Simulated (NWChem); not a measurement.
Ionisation of Mg (+1)

```
Mg
```
Charge +1, spin multiplicity 2.

The numbers come from NWChem runs, not from measurements.

Basis set: def2-TZVP. The species with one electron less has spin multiplicity 1. Δ marks differences of total energies (open shells unrestricted). −ε marks an orbital energy of the parent. That orbital need not have the symmetry of the hole or added electron in the Δ rows. That singlet is a closed-shell solution.

No SCF solution was tested for a lower state. Open-shell Hartree-Fock references start from PBE0 orbitals.

**Question.** One of these methods gave a first vertical ionisation energy of 15.31 eV. Which?
A) −ε(alpha HOMO) of PBE0
B) ΔPBE
C) −ε(alpha HOMO) of CAM-B3LYP
D) −ε(alpha HOMO) of HF

**Answer.** B, ΔPBE. The others give 12.72 (−ε(alpha HOMO) of PBE0), 13.94 (−ε(alpha HOMO) of CAM-B3LYP), 14.73 (−ε(alpha HOMO) of HF).
